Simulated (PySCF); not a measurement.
BrIrN at several levels of theory

All levels use the PBE0 minimum (quartet; Ir–Br 2.347 Å, Ir–N 1.692 Å; Br–Ir–N 122.4°), basis [Ir def2-TZVP with ECP60, N def2-TZVP, Br def2-TZVP], scalar-relativistic core potentials, density fitting, no spin–orbit coupling, PySCF. For vertical energies the ionised species is a triplet (spins chosen at PBE0 and kept). Atomisation goes to high-spin ground-configuration atoms, without zero-point energy. Open shells are unrestricted, also as the reference of the correlated levels. A dash marks a value that was not computed or is not defined at that level.

```xyz
3
charge 0 multiplicity 4, angstrom
Ir   -0.0184    0.2654   -0.5461
N     0.0542   -0.7802   -1.8750
Br    0.0355   -0.5113    1.6684
```

```csv
level,atomisation (kJ/mol),vertical IP (eV),−ε(HOMO) (eV),dipole (D)
PBE0,683,8.72,6.67,1.90
HF,135,8.51,10.43,2.80
MP2,645,9.72,–,–
PBE,804,8.30,5.02,1.77
r2SCAN,730,8.61,5.51,1.79
B3LYP,659,8.64,6.35,1.88
TPSSh,707,8.50,5.80,1.85
```

Spin contamination in at least one species weakens the values at: HF, MP2.

With open d or f shells other occupations or spin states may lie lower. No spin–orbit coupling is included, which matters more the heavier the element.
